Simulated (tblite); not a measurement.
C5H8BClO.
Atom-mapped SMILES: `[O:1]=[CH:2][C@H:3]1[CH2:4][CH2:5][CH2:6][B:7]1[Cl:8]` (hydrogens: H9 on C2; H10 on C3; H11, H12 on C4; H13, H14 on C5; H15, H16 on C6)

Computed with GFN2-xTB (tblite), gas phase: L-BFGS steps from a force-field or distance-geometry start until the largest atomic force falls under 0.01 eV/Å.

Step 7: E = -670.2444 eV
```
atom  x, y, z in Å  |  force x, y, z in eV/Å
O1     -2.8151    0.6519   -0.8526   -0.070   0.025  -0.020
C2     -2.0606    1.0783   -0.0212    0.018   0.092  -0.109
C3     -0.7741    0.4551    0.3707    0.035   0.084  -0.004
C4     -0.4933   -0.8828   -0.3198    0.000  -0.246  -0.065
C5      0.9575   -1.2413    0.0596   -0.043  -0.255  -0.030
C6      1.7047    0.0835    0.3425   -0.003   0.012   0.014
B7      0.5907    1.0819   -0.1674    0.172   0.367   0.145
Cl8     0.7460    2.1993   -1.4216   -0.034   0.126   0.074
H9     -2.2581    2.0382    0.4953   -0.093   0.011   0.082
H10    -0.7325    0.3005    1.4521   -0.178   0.185   0.014
H11    -1.2132   -1.6393   -0.0289   -0.037  -0.204   0.142
H12    -0.6076   -0.7466   -1.3938    0.088  -0.027  -0.131
H13     0.9406   -1.8791    0.9377    0.098  -0.078   0.146
H14     1.4420   -1.7946   -0.7386    0.017  -0.059  -0.111
H15     1.8894    0.1646    1.4151    0.029   0.061  -0.043
H16     2.6761    0.1393   -0.1405    0.000  -0.092  -0.104
```

Step 8: E = -670.2595 eV
```
atom  x, y, z in Å  |  force x, y, z in eV/Å
O1     -2.8274    0.6580   -0.8558    0.058   0.064   0.043
C2     -2.0637    1.0814   -0.0295   -0.073   0.030  -0.088
C3     -0.7795    0.4543    0.3675    0.177   0.042  -0.147
C4     -0.4933   -0.8919   -0.3196   -0.006  -0.022   0.027
C5      0.9577   -1.2522    0.0598    0.029   0.001   0.050
C6      1.7105    0.0778    0.3416   -0.088   0.027  -0.112
B7      0.5935    1.0820   -0.1630    0.149   0.351   0.039
Cl8     0.7432    2.2129   -1.4160   -0.026   0.023   0.190
H9     -2.2617    2.0357    0.5001   -0.075  -0.002   0.032
H10    -0.7448    0.3168    1.4498   -0.167   0.118   0.050
H11    -1.2157   -1.6433   -0.0250   -0.042  -0.228   0.113
H12    -0.6058   -0.7449   -1.3934    0.086  -0.094  -0.092
H13     0.9505   -1.8847    0.9417    0.060  -0.093   0.117
H14     1.4433   -1.7979   -0.7402    0.030  -0.111  -0.136
H15     1.8997    0.1701    1.4112    0.004   0.005   0.008
H16     2.6858    0.1346   -0.1407   -0.116  -0.110  -0.095
```

**Question.** Estimate the geometry and energy of step 9. (The exact step hangs on the optimiser's Hessian estimate; all steps are aligned on step 8, rigid shifts and turns removed.)

**Answer.** E = -670.2716 eV, largest force 0.272 eV/Å
```
atom  x, y, z in Å  |  force x, y, z in eV/Å
O1     -2.8365    0.6634   -0.8582    0.128   0.081   0.061
C2     -2.0659    1.0850   -0.0370   -0.087  -0.020  -0.039
C3     -0.7809    0.4547    0.3628    0.199   0.020  -0.185
C4     -0.4940   -0.9003   -0.3195   -0.003   0.124   0.099
C5      0.9584   -1.2617    0.0606    0.072   0.165   0.080
C6      1.7137    0.0736    0.3394   -0.117   0.032  -0.154
B7      0.5986    1.0893   -0.1573    0.083   0.215  -0.019
Cl8     0.7407    2.2249   -1.4090   -0.005   0.002   0.235
H9     -2.2662    2.0339    0.5047   -0.049  -0.022  -0.013
H10    -0.7578    0.3322    1.4484   -0.138   0.064   0.008
H11    -1.2180   -1.6507   -0.0196    0.000  -0.167   0.060
H12    -0.6025   -0.7456   -1.3949    0.073  -0.158  -0.008
H13     0.9596   -1.8907    0.9472    0.033  -0.070   0.039
H14     1.4447   -1.8023   -0.7439    0.009  -0.112  -0.084
H15     1.9074    0.1747    1.4078   -0.016  -0.041   0.010
H16     2.6911    0.1287   -0.1431   -0.182  -0.114  -0.089
```

The energy changes by -0.0121 eV. The first-order estimate −F·Δx gives -0.0168 eV and the mean of the old and new forces, exact on a quadratic surface, -0.0120 eV. The step makes an angle of 55° with the force vector and moves no atom by more than 0.020 Å.

The cost below is that of the whole relaxation. Time: 1.1 s. Hardware: one thread, Arm Neoverse N1 (aarch64), shared host with 64 logical CPUs at a one-minute load of 60.
